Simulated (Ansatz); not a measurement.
C₄H₃F₅ (`FC/C(F)=C\C(F)(F)F`) at its PBE0-D4/def2-TZVP geometry, where that method's forces vanish. Charge 0, multiplicity 1.

```xyz
12

F    -0.9308    2.3770   -0.5644
C    -0.4319    1.4856    0.3579
C     0.6781    0.7031   -0.2494
F     1.6831    1.4779   -0.6521
C     0.7823   -0.6085   -0.3952
C    -0.2830   -1.5743    0.0041
F    -1.4635   -1.3218   -0.5803
F     0.0731   -2.8153   -0.3362
F    -0.5092   -1.5750    1.3299
H    -1.2361    0.8313    0.6931
H    -0.0445    2.0567    1.2083
H     1.6824   -1.0368   -0.8159
```

What forces (eV/Å) does B3LYP-D4/def2-TZVPP give on these atoms in the Gaussian-basis code of Ansatz? (Best estimate.)

Computed: 
```
F1  -0.169  0.278 -0.277
C2   0.029 -0.214  0.401
C3  -0.204 -0.239  0.083
F4   0.334  0.255 -0.132
C5   0.165 -0.007 -0.076
C6   0.262  0.190 -0.109
F7  -0.404  0.089 -0.202
F8   0.119 -0.425 -0.115
F9  -0.076  0.002  0.458
H10  0.051  0.073 -0.016
H11 -0.038 -0.027 -0.044
H12 -0.070  0.026  0.028
```

B3LYP here is the variant with VWN-RPA as its local correlation; programs differ in this.
